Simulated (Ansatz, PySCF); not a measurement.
This singlet lies 1.71 eV below the relaxed triplet at the level composite: frozen-core CCSD(T) with HF/cc-pVQZ and the correlation energy extrapolated as X^-3 from cc-pVTZ and cc-pVQZ, plus CCSDT(Q) minus CCSD(T) in cc-pVDZ // PBE0-D3(BJ)/def2-TZVP (Ansatz, a quantum-chemistry and plane-wave program).

Z-matrix (Å, degrees):
```
S
H 1 1.3447
Ge 1 2.2121 2 96.57
H 3 1.5945 1 88.96 2 179.98
```
Charge 0, multiplicity 1.

Estimate the LUMO, total energy and dipole moment that PBE0-D3(BJ)/def2-TZVP run with PySCF 2.14.0 returns for this input.


```
Property             Result
-------------  ------------
LUMO               -2.55 eV
total energy   -67375.71 eV
dipole moment        1.01 D
```
